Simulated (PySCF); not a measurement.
TaF₃, SMILES [F][Ta]([F])[F] (connectivity only; charge and spin as stated), neutral, multiplicity 3. Atoms are numbered in the order given.

```xyz
4

Ta     0.0000     0.0000    -0.0553
F      0.0000    -1.7637    -0.7025
F      0.0000     1.7637    -0.7025
F      0.0000     0.0000     1.8534
```
Charge 0, spin multiplicity 3.

The structure is a stationary point at B3LYP-D3(BJ)/def2-TZVP. The multiplicity is an assumed one; other spin states were not compared. The def2 effective core potentials stand for the cores of Ta; spin–orbit coupling is left out.

All values below come from PySCF with B3LYP/def2-TZVPD.

Mulliken values depend strongly on the basis, most of all with diffuse functions as here. ESP charges are fitted to the potential on shells at 1.4 to 2.0 van der Waals radii. Atomic charges (e):

```json
[
 {"atom": "Ta1", "ESP fit": "0.93", "Mulliken": "1.44", "Mulliken spin": "2.02"},
 {"atom": "F2", "ESP fit": "-0.30", "Mulliken": "-0.47", "Mulliken spin": "-0.02"},
 {"atom": "F3", "ESP fit": "-0.30", "Mulliken": "-0.47", "Mulliken spin": "-0.02"},
 {"atom": "F4", "ESP fit": "-0.33", "Mulliken": "-0.49", "Mulliken spin": "0.02"}
]
```
